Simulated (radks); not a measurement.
The numbers below are computed, except where a source is named.
Ionisation of Br, [Ar] 3d10 4s2 4p5, to Br+, [Ar] 3d10 4s2 4p4, under several functionals. Scalar-relativistic Kohn-Sham, spin-polarised, spherical densities, point nucleus; open shells are filled with parallel spins first; a radial shooting solver on a logarithmic mesh with Libxc functionals.

| functional | E(Br) (hartree) | Exc (hartree) | IE (eV) | -e(HOMO) (eV) | <r> HOMO (bohr) | IE error (eV) |
|---|---|---|---|---|---|---|
| PW91 | -2606.96121 | -92.64934 | 11.922 | 7.512 | 2.118 | +0.108 |
| revPBE | -2606.59310 | -92.27597 | 11.789 | 7.402 | 2.119 | -0.025 |
| exchange-only B88 | -2605.16403 | -90.81325 | 10.768 | 6.464 | 2.147 | -1.045 |
| exchange-only LDA | -2599.95698 | -85.52756 | 10.640 | 6.338 | 2.146 | -1.174 |
| Wu-Cohen GGA | -2605.89537 | -91.56845 | 11.888 | 7.465 | 2.111 | +0.074 |
| BLYP | -2606.85649 | -92.53184 | 11.774 | 7.342 | 2.129 | -0.039 |
| XLYP | -2607.20252 | -92.88230 | 11.802 | 7.370 | 2.132 | -0.012 |
| LDA (Slater exchange, Perdew-Zunger correlation) | -2603.11926 | -88.74747 | 12.150 | 7.681 | 2.116 | +0.336 |

NIST Atomic Spectra Database: 11.814 eV (measured). Closest: XLYP. The Delta-SCF values span 1.51 eV, the total energies 7.25 hartree. The highest occupied level is 4p. Open shells are spherical and high-spin; term and fine-structure splittings are not resolved.
